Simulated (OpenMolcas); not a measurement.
# What dynamic correlation does to the levels of Ar3+

```json
{
  "Program": "OpenMolcas 26.06",
  "Basis": "ANO-R2 [5s4p3d1f]",
  "Scalar Hamiltonian": "X2C, finite nucleus",
  "Active space": "5 electrons in 4 orbitals (3s 3p)",
  "State averaging": "2S+1 = 4 odd, 1 root; 2S+1 = 2 odd, 8 roots; 2S+1 = 4 even, 3 roots; 2S+1 = 2 even, 9 roots",
  "Spin-orbit coupling": "state interaction with AMFI integrals over the reference wave functions, term energies averaged over their components"
}
```

Methods on the same reference wave functions:
A. CASSCF
B. SS-CASPT2, IPEA 0.25 Eh, imaginary shift 0.1 Eh (closed shells correlated: 2s 2p)

Energies in cm-1 above 3s2 3p3 4S* 3/2, the measured ground level; measured values from Saloman, J. Phys. Chem. Ref. Data 39, 033101 (2010).

```csv
Level,A,B,Measured
3s2 3p3 4S* 3/2,0.0,0.0,0.0
3s2 3p3 2D* 3/2,25938,22060,21091
3s2 3p3 2D* 5/2,26088,22170,21220
3s2 3p3 2P* 1/2,36301,35970,34855
3s2 3p3 2P* 3/2,36447,36080,35032
3s 3p4 4P 5/2,125975,121590,117563
3s 3p4 4P 3/2,126926,122550,118516
3s 3p4 4P 1/2,127471,123090,119043
3s 3p4 2D 3/2,176602,157440,145921
3s 3p4 2D 5/2,176624,157460,145999
3s 3p4 2S 1/2,202362,190580,177832
3s 3p4 2P 3/2,224156,203390,222956
3s 3p4 2P 1/2,225310,204560,224019
```

Deviations, from unrounded energies. A percentage is the sum of absolute deviations over the sum of measured energies, with the sign that they share, or ± where signs differ.

```json
{"Against measurement": "mean absolute deviation (cm-1)", "Levels": "12", "A": "11000", "B": "7600"}
{"Against measurement": "other terms of the ground configuration (%)", "Levels": "4", "A": "+11.2", "B": "+3.6"}
{"Against measurement": "other configurations (%)", "Levels": "8", "A": "+8.9", "B": "±6.8"}
```

B lies closest to measurement on these levels. The largest miss of B in the table is 3s 3p4 2P 3/2, by -20000 cm-1. The ranking rests on the paired levels alone, and a cruder setting can come out closer through cancelling errors.

From A to B the spin-free energies of the other terms of 3s2 3p3 shown, above 4S*, scale by factors of 0.85 to 0.99.

The lowest spin-free term lies below A's lowest term by 0.297 hartree in B.

CASPT2 breaks the degeneracy within a term, and the mean is taken; among the terms shown or strongly mixed into the levels shown the widest spread is 660 cm-1 (3s 3p4 2D, B). Over all roots computed the reference weight is 0.88 to 0.96 in B; the roots of lowest weight are the least certain, and an intruder state may touch them. Terms of s pⁿ other than that of highest spin mix with s² pⁿ⁻² d, which this space lacks; all of them can be thousands of cm-1 off, and some have no real level of that name. Measured partners are found by configuration, term and J. A level has none where our copy of the source lacks it or the pairing is in doubt (some pairs that miss far off the trend of their configuration count as doubtful), and it then counts in no deviation. Only configurations of the active space appear.

* marks odd parity.
